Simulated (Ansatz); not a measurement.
AlBrH4Si, SMILES `[SiH3][AlH][Br]`. The species carries charge 0 and has multiplicity 1.

```xyz
7

Si    0.920   -0.111   -0.609
Al   -1.125    0.348    0.651
Br   -2.052   -1.376    1.788
H     1.006   -1.542   -1.008
H     2.105    0.207    0.238
H     1.005    0.731   -1.835
H    -1.859    1.743    0.776
```

(1) List the harmonic frequencies (cm⁻¹, unscaled) at PBE0-D4/def2-TZVP in Ansatz. (An estimate is asked.)

Results:

(1) The calculation gave: 16i, 96, 327, 341, 448, 457, 488, 635, 855, 933, 936, 1941, 2200, 2211, 2225.
